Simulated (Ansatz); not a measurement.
Isomers of Pd3H5 (doublet), relaxed with PBE-D4/def2-SVP; total energies from Ansatz at PBE0-D4/def2-TZVP.

```csv
isomer,description,energy (Eh)
A,point group Cs; 8 × H–Pd 1.68 to 1.74 Å,-386.68405
B,point group not assigned; 1 × Pd–Pd 2.62 Å; 7 × H–Pd 1.57 to 1.83 Å,-386.68092
C,point group not assigned; 1 × Pd–Pd 2.70 Å; 7 × H–Pd 1.56 to 1.75 Å,-386.68228
```

In the def2 sets Pd takes a core potential; there is no spin–orbit coupling.

The isomers come from a short search, and lower ones may exist.

Q: Work out the relative energies (1 Eh = 2625.5 kJ/mol) and the Boltzmann populations at 1200 K from electronic energies alone (R = 8.314 J/mol/K).

A: ΔE: A 0.0, B 8.2, C 4.6 kJ/mol. RT = 9.98 kJ/mol. Factors exp(−ΔE/RT): A 1, B 0.44, C 0.631; sum 2.071. Populations: A 48.3 %, B 21.2 %, C 30.5 %. Zero-point energy, vibrational entropy and symmetry numbers are left out and can shift these; an error of 4 kJ/mol changes a ratio by a factor of 1.5. Over the other density-functional and correlated levels in def2 sets, the gap between A and C ranges from -39 to 20 kJ/mol.
